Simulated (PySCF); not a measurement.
# Rhodium: a sound run and one with changed settings

Sound run: Rh [Kr] 4d8 5s1, Rh⁺ [Kr] 4d8. All numbers are calculated (PySCF 2.14, scalar relativity by spin-free X2C-1e, in x2c-TZVPall (8s6p6d1f, 63 functions)). The sound run starts from symmetry-adapted Hartree-Fock orbitals and uses a fine grid where one is needed.

Changed run: radial step 0.3 in ln r (0.13 in the sound run). This setting is unsound on purpose.

| species | method | sound run (hartree) | changed run (hartree) | converged |
| --- | --- | --- | --- | --- |
| Rh | UHF | -4781.18732 | -4781.18732 | yes |
| Rh | PBE0 | -4783.27393 | -4783.28128 | yes |
| Rh | TPSS | -4783.41887 | -4783.41853 | yes |
| Rh⁺ | UHF | -4780.95532 | -4780.95532 | yes |
| Rh⁺ | PBE0 | -4782.99718 | -4783.00460 | yes |
| Rh⁺ | TPSS | -4783.13922 | -4783.13880 | yes |

Ionisation energy of Rh:

```
method  sound run (eV)  changed run (eV)
   UHF           6.313             6.313
  PBE0           7.531             7.529
  TPSS           7.610             7.612
```

A coarse radial grid mis-integrates the density and the exchange-correlation energy, with errors of either sign; Hartree-Fock needs no grid.

For comparison, NIST gives 7.459 eV between the lowest levels.
